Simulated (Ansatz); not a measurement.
Reaction R1 → 0.5 P1 + 1.5 P2, each structure at its B3LYP-D3(BJ)/def2-TZVP stationary point, reached from a drawn start (curvature not checked).
R1: C2H6 (SMILES CC), charge 0, multiplicity 1.
P1: C atom, charge 0, multiplicity 3.
P2, CH4 (SMILES C) (charge 0, multiplicity 1):
```xyz
5

C      0.0000     0.0000     0.0000
H      0.6289     0.6289     0.6289
H     -0.6289    -0.6289     0.6289
H      0.6289    -0.6289    -0.6289
H     -0.6289     0.6289    -0.6289
```

P less R. No zero-point or thermal terms; singlets are restricted closed shells; open shells are unrestricted; no spin–orbit coupling.

Correlated levels freeze the cores. CBS: X⁻³ extrapolation of the correlation energy, Hartree–Fock from the larger set.

Codes used: Ansatz (Gaussian orbitals). Each number belongs to the level named beside it.

| level | reaction energy (kcal/mol) |
|---|---|
| HF/cc-pVQZ | 59.09 |
| SVWN5/def2-TZVPP | 100.53 |
| BLYP/def2-TZVPP | 79.16 |
| r2SCAN/def2-TZVPP | 83.10 |
| B97M-V/def2-TZVPP | 82.29 |
| B3LYP/def2-TZVPP | 80.22 |
| MP2/cc-pVQZ | 84.92 |
| CCSD/cc-pVQZ | 79.03 |
| CCSD(T)/CBS(cc-pVTZ, cc-pVQZ) | (withheld) |

**Question.** What belongs in the gaps?

**Answer.** 
- CCSD(T)/CBS(cc-pVTZ, cc-pVQZ), reaction energy (kcal/mol): 81.96

Ansatz is a program for electronic structure.
